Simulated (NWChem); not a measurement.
System: C2H4BFO2; SMILES O=CB(O)CF

NWChem input:

```
start job
memory heap 200 mb stack 900 mb global 1100 mb
geometry units angstroms noautoz
  O     -0.967736    -2.142038     0.380745
  C      0.142938    -1.659204     0.334398
  B      0.357017    -0.082742     0.134251
  O      1.607844     0.397899     0.090890
  C     -0.863445     0.906281    -0.011614
  F     -0.378812     2.199797    -0.170867
  H      1.046375    -2.322800     0.432783
  H      1.592010     1.360007    -0.033643
  H     -1.496624     0.645801    -0.878671
  H     -1.522907     0.871441     0.874090
end
basis spherical
  * library def2-tzvp
end
dft
  xc m06-2x
  iterations 150
  semidirect filesize 400000000
  mulliken
end
task dft energy
```

NWChem printed, in part:

```
             Northwest Computational Chemistry Package (NWChem) 7.3.0
             --------------------------------------------------------

 CS  symmetry detected

                             Geometry "geometry" -> ""
                             -------------------------

 Output coordinates in angstroms (scale by  1.889725989 to convert to a.u.)

  No.       Tag          Charge          X              Y              Z
 ---- ---------------- ---------- -------------- -------------- --------------
    1 O                    8.0000    -0.75141385    -2.26253926     0.00000000
    2 C                    6.0000     0.31399442    -1.68480363     0.00000000
    3 B                    5.0000     0.39183043    -0.08322234     0.00000000
    4 O                    8.0000     1.59712353     0.50391703     0.00000000
    5 C                    6.0000    -0.90954358     0.80862755     0.00000000
    6 F                    9.0000    -0.53773236     2.14846728     0.00000000
    7 H                    1.0000     1.27141639    -2.27605697     0.00000000
    8 H                    1.0000     1.49862954     1.46916824     0.00000000
    9 H                    1.0000    -1.54099467     0.60641462    -0.88371021
   10 H                    1.0000    -1.54099467     0.60641462     0.88371021

 Effective nuclear repulsion energy (a.u.)     212.0048523954

      Symmetry information
      --------------------

 Group name             Cs
 Group number              2
 Group order               2
 No. of unique centers     9

                                 NWChem DFT Module
                                 -----------------

 Summary of "ao basis" -> "ao basis" (spherical)
 ------------------------------------------------------------------------------
       Tag                 Description            Shells   Functions and Types
 ---------------- ------------------------------  ------  ---------------------
 O                         def2-tzvp                11       31   5s3p2d1f
 C                         def2-tzvp                11       31   5s3p2d1f
 B                         def2-tzvp                11       31   5s3p2d1f
 F                         def2-tzvp                11       31   5s3p2d1f
 H                         def2-tzvp                 4        6   3s1p

      Symmetry analysis of basis
      --------------------------

        a'        142
        a"         68

            General Information
            -------------------
          SCF calculation type: DFT
          Wavefunction type:  closed shell.
          No. of atoms     :    10
          No. of electrons :    46
           Alpha electrons :    23
            Beta electrons :    23
          Charge           :     0
          Spin multiplicity:     1
          Use of symmetry is: on ; symmetry adaption is: on
          Maximum number of iterations: 150
          AO basis - number of functions:   210
                     number of shells:    82
          Convergence on energy requested:  1.00D-06
          Convergence on density requested:  1.00D-05
          Convergence on gradient requested:  5.00D-04

              XC Information
              --------------
                       M06-2X Method XC Functional
                     Hartree-Fock (Exact) Exchange  0.540
                        M06-2X Exchange Functional  1.000
                      M06-2X Correlation Potential  1.000

             Grid Information
             ----------------
          Grid used for XC integration:  medium
          Radial quadrature: Mura-Knowles
          Angular quadrature: Lebedev.
          Tag              B.-S. Rad. Rad. Pts. Rad. Cut. Ang. Pts.
          ---              ---------- --------- --------- ---------
          O                   0.60       49          12.0       434
          C                   0.70       49          11.0       434
          B                   0.85       49           9.0       434
          F                   0.50       49          12.0       434
          H                   0.35       45          11.0       434
          Grid pruning is: on
          Number of quadrature shells:   429
          Spatial weights used:  Erf1

      Superposition of Atomic Density Guess
      -------------------------------------

 Sum of atomic energies:        -350.86329892

      Non-variational initial energy
      ------------------------------

 Total energy =    -353.273044
 1-e energy   =    -901.714540
 2-e energy   =     336.436643
 HOMO         =      -0.279046
 LUMO         =      -0.097999

      Symmetry analysis of molecular orbitals - initial
      -------------------------------------------------

  Numbering of irreducible representations:

     1 a'          2 a"

  Orbital symmetries:

     1 a'          2 a'          3 a'          4 a'          5 a'
     6 a'          7 a'          8 a'          9 a'         10 a'
    11 a'         12 a'         13 a'         14 a'         15 a"
    16 a'         17 a'         18 a"         19 a'         20 a"
    21 a"         22 a'         23 a'         24 a"         25 a'
    26 a'         27 a"         28 a'         29 a'         30 a"
    31 a'         32 a'         33 a'

------------------------------------------------------------
EAF file 0: "./job.aoints.0" size=468713472 bytes
------------------------------------------------------------
               write      read    awrite     aread      wait
               -----      ----    ------     -----      ----
     calls:      894         0         0         0         0
   data(b): 4.69e+08  0.00e+00  0.00e+00  0.00e+00
   time(s): 0.00e+00  0.00e+00  0.00e+00  0.00e+00  0.00e+00
rate(mb/s): 0.00e+00  0.00e+00
------------------------------------------------------------

     ---------------------------------------------
      Total Density - Mulliken Population Analysis
     ---------------------------------------------

[...]
```

Level: M06-2X/def2-TZVP. Structure relaxed at the PBE0/def2-SVP level.
